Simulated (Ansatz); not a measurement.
Geometry optimisation, RHF/def2-SVP in Ansatz 0.2.0.

input.yaml

```yaml
crystal:
  periodic: [false, false, false]
  atoms:
    - { symbol: "N", position_ang: [0.1123, 2.8612, 0.9445] }
    - { symbol: C, position_ang: [0.8037, 2.0825, 0.2841] }
    - { symbol: Al, position_ang: [2.55163, 2.64207, -0.46709] }
    - { symbol: C, position_ang: [4.02853, 3.77177, -0.92412] }
    - { symbol: C, position_ang: [4.22723, 2.44336, -1.53275] }
    - { symbol: H, position_ang: [-0.8563, 2.6381, 1.2989] }
    - { symbol: H, position_ang: [0.41984, 1.06147, 0.0709] }
    - { symbol: H, position_ang: [4.74565, 3.97799, -0.06121] }
    - { symbol: H, position_ang: [3.82872, 4.67002, -1.621] }
    - { symbol: H, position_ang: [4.99235, 1.84321, -1.09006] }
    - { symbol: H, position_ang: [4.09845, 2.48497, -2.64195] }
basis:
  gaussian: { orbitals: def2-SVP }
hamiltonian:
  xc: hf
relax:
  f_tol: 0.015
  max_steps: 40
```

Command:

```bash
$ ansatz run input.yaml --threads 1 --pin off --max-ram 2048MiB --backend cpu --events-out ev --progress --plain --runs-dir out
```

Problem. Where does it end, and by what steps?

Solution. It converged. After 8 steps the energy has fallen by 0.726 eV; H6 moved furthest, 0.14 Å.

```csv
step,energy less start (eV),largest force component (eV/Å),accepted
0,0.0000,3.959,yes
1,-0.5623,1.807,yes
2,-0.6679,0.773,yes
3,-0.6913,1.005,yes
4,-0.7176,0.295,yes
5,-0.7236,0.222,yes
6,-0.7255,0.057,yes
7,-0.7257,0.015,yes
8,-0.7258,0.001,yes
```

```xyz
11
Properties=species:S:1:pos:R:3
N 0.136 2.934 0.891
C 0.795 2.062 0.258
Al 2.523 2.652 -0.496
C 3.976 3.837 -0.839
C 4.117 2.401 -1.524
H -0.741 2.576 1.247
H 0.401 1.043 0.143
H 4.742 4.059 -0.096
H 3.903 4.666 -1.543
H 4.968 1.820 -1.167
H 4.132 2.427 -2.614
```

The run took 21 s on 1 thread of Arm Neoverse V2, with other jobs on the host, peak memory 0.19 GiB.
